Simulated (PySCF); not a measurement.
Compound: [TaCl6]- (charge -1 and singlet state).
Structure used (PBE0-D3(BJ)/def2-SVP), in Å, numbered top down from 1:
```
atom  x, y, z in Å
Ta1    0.0126   -0.0139   -0.0101
Cl2   -0.0030   -0.0242    2.3602
Cl3    0.0209   -0.0011   -2.3801
Cl4    2.3829    0.0074   -0.0021
Cl5   -2.3572   -0.0421   -0.0299
Cl6   -0.0049    2.3561    0.0043
Cl7    0.0407   -2.3842   -0.0107
```

Level of theory: PySCF 2.14.0, PBE0-D3(BJ)/def2-SVP geometry optimisation, gas phase, def2 core potentials past Kr.

Question: Which atoms are bound to Ta1, and at what distances?

Answer: 6 atoms: Cl3 2.370 Å, Cl6 2.370 Å, Cl5 2.370 Å, Cl2 2.370 Å, Cl4 2.370 Å, Cl7 2.370 Å.

Question: List the angles at Ta1.

Answer: 
| angle | degrees | distance of the outer atoms (Å) |
| --- | --- | --- |
| Cl2–Ta1–Cl3 | 179.8 | 4.74 |
| Cl4–Ta1–Cl5 | 179.7 | 4.74 |
| Cl6–Ta1–Cl7 | 179.6 | 4.74 |
| Cl3–Ta1–Cl7 | 90.3 | 3.36 |
| Cl5–Ta1–Cl6 | 90.3 | 3.36 |
| Cl2–Ta1–Cl4 | 90.2 | 3.36 |
| Cl2–Ta1–Cl5 | 90.1 | 3.35 |
| Cl3–Ta1–Cl6 | 90.0 | 3.35 |
| Cl5–Ta1–Cl7 | 90.0 | 3.35 |
| Cl3–Ta1–Cl4 | 90.0 | 3.35 |
| Cl4–Ta1–Cl6 | 89.9 | 3.35 |
| Cl2–Ta1–Cl6 | 89.9 | 3.35 |
| Cl4–Ta1–Cl7 | 89.8 | 3.35 |
| Cl2–Ta1–Cl7 | 89.8 | 3.35 |
| Cl3–Ta1–Cl5 | 89.7 | 3.34 |

Question: What is the shape at Ta1?

Answer: Octahedral: the three widest angles are 179.8°, 179.7° and 179.6°, the others run from 89.7° to 90.3°.

Question: What are the rotational constants (commonest isotopes, rigid rotor)?

Answer: A = 643.7, B = 643.3, C = 642.4 MHz: a spherical top.

Point group: Oh (tolerance 0.08 Å). Charge -1, singlet. PBE0-D3(BJ)/def2-SVP frequencies: not computed here.
